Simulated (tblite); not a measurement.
Compound: C3H11GeNSi.
Numbering: `[CH2:1]=[N:2][GeH2:3][SiH2:4][CH2:5][CH3:6]` (hydrogens: H7, H8 on C1; H9, H10 on Ge3; H11, H12 on Si4; H13, H14 on C5; H15, H16, H17 on C6)

Computed with GFN2-xTB (tblite), gas phase: L-BFGS steps from a force-field or distance-geometry start until the largest atomic force falls under 0.01 eV/Å.

Step 43: E = -505.3146 eV
```
atom  x, y, z in Å  |  force x, y, z in eV/Å
C1      3.5495   -0.4797    0.3250   -0.005   0.011  -0.027
N2      2.9562    0.5983    0.5412   -0.013  -0.009   0.013
Ge3     1.1425    0.9113    0.6167   -0.017   0.020  -0.011
Si4    -0.2340   -0.9580    0.1801    0.030  -0.008  -0.005
C5     -2.1116   -0.6165    0.2276    0.029  -0.005   0.021
C6     -2.4876    0.8498    0.0518    0.034  -0.016  -0.005
H7      4.6383   -0.5001    0.3147    0.005   0.015   0.009
H8      3.0648   -1.4450    0.1304   -0.020   0.003   0.010
H9      1.0623    1.5865    1.9683   -0.020  -0.009  -0.007
H10     1.0461    2.0771   -0.3442   -0.002  -0.007   0.018
H11     0.1281   -1.4704   -1.1508   -0.012  -0.001  -0.028
H12     0.0922   -2.0257    1.1368   -0.026  -0.026   0.013
H13    -2.5849   -1.2094   -0.5568   -0.018   0.032   0.013
H14    -2.5241   -0.9756    1.1710    0.012   0.000   0.027
H15    -2.0638    1.4566    0.8516    0.022  -0.010   0.023
H16    -3.5691    0.9780    0.0699    0.013   0.003  -0.020
H17    -2.1119    1.2348   -0.8938   -0.013   0.006  -0.043
```

Step 44: E = -505.3150 eV
```
atom  x, y, z in Å  |  force x, y, z in eV/Å
C1      3.5493   -0.4786    0.3248   -0.012   0.016  -0.016
N2      2.9541    0.5980    0.5430    0.000   0.000   0.007
Ge3     1.1407    0.9104    0.6173   -0.008   0.021   0.002
Si4    -0.2325   -0.9597    0.1782   -0.013   0.016  -0.001
C5     -2.1108   -0.6159    0.2283    0.026  -0.015   0.017
C6     -2.4864    0.8507    0.0515    0.039  -0.027  -0.002
H7      4.6382   -0.4977    0.3137    0.000   0.016   0.008
H8      3.0645   -1.4438    0.1317   -0.016  -0.010   0.003
H9      1.0604    1.5852    1.9699   -0.023  -0.014  -0.017
H10     1.0453    2.0757   -0.3435   -0.003  -0.002   0.015
H11     0.1274   -1.4744   -1.1512   -0.007  -0.002  -0.046
H12     0.0924   -2.0264    1.1339   -0.019  -0.046   0.033
H13    -2.5859   -1.2079   -0.5564   -0.011   0.033   0.029
H14    -2.5225   -0.9751    1.1729    0.020   0.009   0.005
H15    -2.0603    1.4584    0.8491    0.029  -0.005   0.023
H16    -3.5675    0.9803    0.0724    0.006  -0.002  -0.020
H17    -2.1135    1.2328   -0.8963   -0.009   0.011  -0.041
```

Step 45: E = -505.3155 eV
```
atom  x, y, z in Å  |  force x, y, z in eV/Å
C1      3.5490   -0.4771    0.3244   -0.019   0.016   0.002
N2      2.9515    0.5976    0.5455    0.013   0.013  -0.003
Ge3     1.1382    0.9096    0.6179    0.005   0.012   0.015
Si4    -0.2308   -0.9618    0.1759   -0.048   0.027   0.003
C5     -2.1094   -0.6155    0.2296    0.016  -0.017   0.008
C6     -2.4842    0.8514    0.0509    0.034  -0.020   0.001
H7      4.6381   -0.4945    0.3127   -0.012   0.015   0.006
H8      3.0641   -1.4424    0.1334   -0.008  -0.019  -0.007
H9      1.0576    1.5833    1.9713   -0.026  -0.016  -0.021
H10     1.0443    2.0742   -0.3421   -0.004   0.009   0.006
H11     0.1263   -1.4791   -1.1527   -0.002   0.001  -0.054
H12     0.0922   -2.0281    1.1313   -0.013  -0.057   0.043
H13    -2.5873   -1.2053   -0.5554   -0.003   0.024   0.043
H14    -2.5201   -0.9744    1.1754    0.027   0.019  -0.016
H15    -2.0553    1.4602    0.8465    0.031  -0.005   0.009
H16    -3.5653    0.9832    0.0751    0.013  -0.012  -0.016
H17    -2.1159    1.2305   -0.9003   -0.003   0.009  -0.021
```

Step 46: E = -505.3161 eV
```
atom  x, y, z in Å  |  force x, y, z in eV/Å
C1      3.5469   -0.4755    0.3236   -0.021   0.008   0.021
N2      2.9481    0.5976    0.5485    0.022   0.029  -0.014
Ge3     1.1350    0.9092    0.6185    0.018  -0.003   0.022
Si4    -0.2288   -0.9642    0.1732   -0.060   0.016   0.006
C5     -2.1066   -0.6151    0.2319    0.001  -0.010  -0.005
C6     -2.4805    0.8516    0.0506    0.024  -0.011   0.003
H7      4.6363   -0.4920    0.3113   -0.024   0.014   0.003
H8      3.0611   -1.4408    0.1346    0.002  -0.022  -0.017
H9      1.0531    1.5819    1.9716   -0.030  -0.013  -0.015
H10     1.0429    2.0729   -0.3408   -0.006   0.022  -0.004
H11     0.1252   -1.4835   -1.1559   -0.002   0.008  -0.045
H12     0.0925   -2.0311    1.1292   -0.011  -0.052   0.038
H13    -2.5882   -1.2023   -0.5528    0.000   0.003   0.046
H14    -2.5155   -0.9734    1.1791    0.027   0.026  -0.028
H15    -2.0522    1.4616    0.8454    0.043   0.003   0.007
H16    -3.5612    0.9861    0.0741    0.000  -0.025  -0.005
H17    -2.1152    1.2289   -0.9026    0.017   0.007  -0.013
```

Task: Estimate the geometry and energy of step 47. (The exact step hangs on the optimiser's Hessian estimate; all steps are aligned on step 46, rigid shifts and turns removed.)

Result: E = -505.3167 eV, largest force 0.049 eV/Å
```
atom  x, y, z in Å  |  force x, y, z in eV/Å
C1      3.5462   -0.4733    0.3235   -0.018  -0.003   0.034
N2      2.9455    0.5980    0.5513    0.025   0.036  -0.022
Ge3     1.1322    0.9073    0.6196    0.023  -0.019   0.016
Si4    -0.2283   -0.9670    0.1710   -0.044  -0.012   0.006
C5     -2.1046   -0.6144    0.2331   -0.010   0.005  -0.015
C6     -2.4771    0.8523    0.0497    0.005   0.026  -0.001
H7      4.6360   -0.4872    0.3101   -0.033   0.010   0.001
H8      3.0615   -1.4400    0.1366    0.010  -0.014  -0.023
H9      1.0474    1.5779    1.9721   -0.031  -0.006   0.000
H10     1.0404    2.0708   -0.3381   -0.007   0.031  -0.012
H11     0.1235   -1.4878   -1.1596   -0.005   0.018  -0.022
H12     0.0929   -2.0349    1.1284   -0.017  -0.032   0.018
H13    -2.5899   -1.1986   -0.5505   -0.004  -0.024   0.040
H14    -2.5116   -0.9710    1.1815    0.021   0.027  -0.026
H15    -2.0430    1.4641    0.8410    0.037  -0.004  -0.022
H16    -3.5581    0.9897    0.0789    0.023  -0.036   0.004
H17    -2.1200    1.2262   -0.9091    0.026  -0.003   0.025
```

The energy changes by -0.0006 eV. The first-order estimate −F·Δx gives -0.0008 eV and the mean of the old and new forces, exact on a quadratic surface, -0.0006 eV. The step makes an angle of 76° with the force vector and moves no atom by more than 0.010 Å.

What follows is the cost of the whole relaxation. Time: 1.0 s. Hardware: one thread of an AMD EPYC 9R45, no GPU (shared host).
